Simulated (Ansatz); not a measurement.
Computed with Ansatz on PBE0-D4/def2-TZVP structures; ΔE is electronic, products minus reactants. CCSD(T)/CBS adds triple-zeta CCSD(T) − MP2 to the extrapolated MP2 energy (def2 sets, frozen cores). This one scheme is used for every species. DFT in def2-TZVPP. Each species was taken in one conformer, which may not be the lowest.

Reaction (formal exchange of groups at the Al–N bond): `C[NH][AlH][OH]` + CH₃SH → `[OH][AlH][CH2]S` + CH₃NH₂

| species | PBE0 energy (Eh) |
| --- | --- |
| `C[NH][AlH][OH]` | -413.97151 |
| CH₃SH | -438.53753 |
| `[OH][AlH][CH2]S` | -756.69637 |
| CH₃NH₂ | -95.78001 |

Problem. Work out ΔE.

Solution. ΔE = (-756.69637) + (-95.78001) − (-413.97151) − (-438.53753) = 0.03266 Eh = +20.5 kcal/mol. CCSD(T)/CBS gives +21.5 kcal/mol.

Largest T1 diagnostic among the species: 0.012.

Leaving LDA and LC-ωPBE aside and taking each functional with its dispersion term where it has one, the values, not all of them listed here, spread over 2.5 kcal/mol, from revPBE-D4 to CAM-B3LYP-D4. In def2-TZVPP, CCSD(T) changes the Hartree–Fock value by −1.5 kcal/mol (the triples alone add −0.3 kcal/mol) and MP2 by −1.2 kcal/mol.
